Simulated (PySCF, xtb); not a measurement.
H₂O₄P, SMILES [O]P(=O)(O)O (connectivity only; charge and spin as stated), charge -1, multiplicity 1.

GFN2-xTB in xtb at its own geometry gives an orbital gap of 10.21 eV.

Coordinates come from a B3LYP-D3(BJ)/def2-SVPD optimisation. The spin state was assumed, not searched. The isomer is the one that the SMILES or the coordinates give; other isomers of the formula were not compared. One conformer was computed; it need not be the lowest.

### Question
What does PySCF with M06-2X/def2-SVPD give? (The exact figures need the calculation; the answer reports its results.)

### Answer
gap 8.79 eV (levels -4.25 and 4.54 eV).
